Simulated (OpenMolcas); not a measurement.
## Cr2+, Mo2+, W2+: d4 down the group

* Program: OpenMolcas
* Method: SS-CASPT2, IPEA 0.25 Eh, imaginary shift 0.1 Eh
* Basis: ANO-R2
* Scalar Hamiltonian: X2C, finite nucleus
* Spin-orbit coupling: state interaction with AMFI integrals over the reference wave functions, term energies averaged over their components

Active space for each ion: 4 electrons in 10 orbitals (d d); closed shells correlated by CASPT2: Cr2+ 3s 3p; Mo2+ 4s 4p; W2+ 5s 5p.

Computed levels in cm-1 above 5D0:

```csv
Level,Cr2+,Mo2+,W2+
5D1,67.3,242,2540
5D2,199,671,4970
5D3,392,1234,6950
5D4,641,1895,8490
3P0(1),17470,11670,11550
3P1(1),17870,12910,15330
3H4,18460,13520,15090
3P2(1),18580,14800,19960
3H5,18610,14110,18370
weight of 5D in the lowest level (%),100,98,65
```

Mixed levels, with the weight of the term that names them: W2+ 5D0 (65 %), W2+ 3P0(1) (57 %), W2+ 3H4 (58 %).

Measured, with the error of the calculation in %. Measured levels: Cr2+ from Sugar and Corliss, J. Phys. Chem. Ref. Data 6, 317 (1977); Mo2+ from Sugar and Musgrove, J. Phys. Chem. Ref. Data 17, 155 (1988); W2+ from NIST levels as listed in McCann et al., Mon. Not. R. Astron. Soc. 538, 537 (2025).

```json
{"Level": "5D1", "Cr2+": "62.2 (+8.2)", "Mo2+": "242 (0)", "W2+": "2256 (+12.7)"}
{"Level": "5D2", "Cr2+": "183 (+8.9)", "Mo2+": "668 (+0.5)", "W2+": "4461 (+11.3)"}
{"Level": "5D3", "Cr2+": "357 (+10.0)", "Mo2+": "1224 (+0.8)", "W2+": "6278 (+10.7)"}
{"Level": "5D4", "Cr2+": "576 (+11.2)", "Mo2+": "1872 (+1.2)", "W2+": "7687 (+10.4)"}
{"Level": "3P0(1)", "Cr2+": "16771 (+4.2)", "Mo2+": "11149 (+4.7)", "W2+": "9904 (+16.6)"}
{"Level": "3P1(1)", "Cr2+": "17169 (+4.1)", "Mo2+": "12510 (+3.2)", "W2+": "12881 (+19.0)"}
{"Level": "3H4", "Cr2+": "17274 (+6.8)", "Mo2+": "12680 (+6.6)", "W2+": "13701 (+10.1)"}
{"Level": "3P2(1)", "Cr2+": "17851 (+4.1)", "Mo2+": "14358 (+3.1)", "W2+": ""}
{"Level": "3H5", "Cr2+": "17397 (+7.0)", "Mo2+": "13276 (+6.3)", "W2+": ""}
```

The fine-structure level 5D4 changes by a factor of 13.2 from Cr2+ to W2+.

Without spin-orbit coupling 3P(1) lies 17830, 12540, 9450 cm-1 above 5D in that order; the difference to the level 3P0(1), of either sign, comes from spin-orbit coupling, which also lowers the zero.

CASPT2 breaks the degeneracy within a term, and the mean is taken; among the terms shown or strongly mixed into the levels shown the widest spread is 160 cm-1 (5d4 1G(1), W2+). Over all roots computed the reference weight is 0.88 to 0.95 in W2+; the roots of lowest weight are the least certain, and an intruder state may touch them. Active for correlation alone: 4d; no level in the range computed is led by a configuration that fills it, so any true level of that kind is missing (holds for Cr2+). Active for correlation alone: 5d; no level in the range computed is led by a configuration that fills it, so any true level of that kind is missing (holds for Mo2+). Active for correlation alone: 6d; no level in the range computed is led by a configuration that fills it, so any true level of that kind is missing (holds for W2+). The CASPT2 spread within a term exceeds the gap to the next term for 5d4 3H and 5d4 3F(1), so the order of their levels is uncertain, and so are names and mixing where such terms share a J (holds for W2+). Some terms miss by over 15 % even with CASPT2, which points to a basis or an active space too small for the shells correlated (holds for W2+). Computed and measured levels are paired by configuration, term and J; levels that our copy of the source lacks, or whose pairing is in doubt (as where it misses far off the trend of its configuration), stay unpaired and out of the deviations. Only configurations of the active space appear.

A number in round brackets counts repeated terms of one configuration in the order of the reference energies.
